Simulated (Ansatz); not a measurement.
`COB[SiH3]` + `C=N` → `C=NB[SiH3]` + CH₃OH at 700 K and 1 bar (ligand exchange at a B–O bond).

Calculated with Ansatz (gas phase, PBE0-D4/def2-TZVP geometries, no zero-point term in ΔE). CBS: MP2 limit from def2 TZ/QZ plus the TZ coupled-cluster correction, frozen cores. This one scheme is used for every species. One conformer a species, not always the lowest.

| species | CCSD(T)/CBS energy (Eh) | H − E (kJ/mol) | S (J/(mol·K)) |
| --- | --- | --- | --- |
| `COB[SiH3]` | -431.31805 | 285.0 | 446.7 |
| `C=N` | -94.52360 | 135.6 | 268.6 |
| `C=NB[SiH3]` | -410.21746 | 250.2 | 430.1 |
| CH₃OH | -115.61712 | 170.8 | 288.5 |

H − E and S are ideal-gas, rigid-rotor, harmonic terms from PBE0-D4/def2-TZVP, for one conformer and one mirror image of each species. 1 Eh = 2625.50 kJ/mol, R = 8.31446 J/(mol·K).

Problem. By hand: ΔE, ΔH, ΔS and ΔG.

Solution. ΔE = (-410.21746) + (-115.61712) − (-431.31805) − (-94.52360) = 0.00707 Eh = 18.6 kJ/mol. Δ(H − E) = 250.2 + 170.8 − 285.0 − 135.6 = 0.4, so ΔH = 19.0 kJ/mol. ΔS = 430.1 + 288.5 − 446.7 − 268.6 = 3.3 J/(mol·K). ΔG = 19.0 − 700 × (3.3)/1000 = 16.7 kJ/mol.

Problem. By hand: the equilibrium constant, and the temperature at which ΔG would vanish if ΔH and ΔS stayed fixed.

Solution. log₁₀ K = −ΔG/(RT ln 10) = -1.2. ΔG = 0 at ΔH/ΔS = 5758 K, far beyond where these terms or the molecules hold.

The number of gas molecules stays the same, so ΔS is small and ΔH decides. A doubt of 5 kJ/mol in ΔE shifts log₁₀ K by 0.4 here. Other conformers and mirror images would add mixing entropy, several J/(mol·K) or more a flexible species. These are equilibria of isolated gas molecules and say nothing of rates. Largest T1 diagnostic: 0.017 (customary marks: 0.02 for closed shells, 0.045 for open ones).
